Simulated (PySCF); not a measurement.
## Calculated data, AlFH

Computed with PySCF 2.14.0. Calculation on a computer-drawn molecule: vertical ionisation energy to the stated ion spin, frozen-core CCSD(T) at the basis limit and cheaper methods, single-reference cases, UHF for radicals, no spin-orbit; all values are single points at the evaluated structure, the first of each entry, which is the reference or a displaced copy of it and isn't optimised; the reference structure only sets the zero of the energies above reference; triples share is (T) over the correlation energy.

```xyz
3
formula=AlFH charge=1 multiplicity=1 ion_multiplicity=2 diffuse_functions=no basis=cc-pV(n+d)Z reference_is=the_Hartree-Fock_double-zeta_minimum best_is=HF_at_quadruple_zeta_+_MP2_correlation_extrapolated_from_triple_and_quadruple_zeta_+_CCSD(T)_minus_MP2_at_triple_zeta basis_step_is=the_size_of_the_change_from_the_same_recipe_one_zeta_lower ionisation_energy_best=21.22 ionisation_energy_basis_step=0.0001179 energy_above_reference_best=0.7756 energy_above_reference_basis_step=0.2425 ionisation_energy_Koopmans_at_triple_zeta=21.35 ionisation_energy_EOM_CCSD_at_triple_zeta=21.25 total_energy_HF_triple_zeta=-341.7531 total_energy_CCSD(T)_triple_zeta=-342.0768 total_energy_best=-342.1362 T1_diagnostic_at_triple_zeta=0.01418 D1_diagnostic_at_triple_zeta=0.02652 ion_T1_diagnostic_at_triple_zeta=0.02807 ion_D1_diagnostic_at_triple_zeta=0.0981 ion_spin_squared_at_triple_zeta=0.7517 triples_share_at_triple_zeta=0.0258 basis_functions_triple_zeta=83
F      0.3279     2.2833    -0.6355
Al    -0.7837     2.5788     0.4172
H     -1.8742     2.9905     1.4135
```

Units: ionisation_energy_best, ionisation_energy_basis_step, ionisation_energy_Koopmans_at_triple_zeta, ionisation_energy_EOM_CCSD_at_triple_zeta in eV; energy_above_reference_best, energy_above_reference_basis_step in kcal/mol; total_energy_HF_triple_zeta, total_energy_CCSD(T)_triple_zeta, total_energy_best in hartree.

Reference structure:
```xyz
3
AlFH
F      0.3505     2.1912    -0.6441
Al    -0.7959     2.6126     0.3928
H     -1.8943     3.0164     1.3863
```

Drawn bonds:
| atom | other atom | order |
| --- | --- | --- |
| 1 | 2 | 1 |
| 2 | 3 | 1 |

Triple zeta:
| method | ionisation energy (eV) | energy above reference (kcal/mol) |
| --- | --- | --- |
| HF | 20.3 | -0.1414 |
| PBE | 20.83 | 1.349 |
| r2SCAN | 20.88 | 0.8081 |
| B3LYP | 21.19 | 0.8722 |
| wB97X | 21.28 | 0.7417 |
| MP2 | 20.92 | 0.989 |
| CCSD | 21.18 | 0.7037 |
| CCSD(T) | 21.14 | 0.8666 |
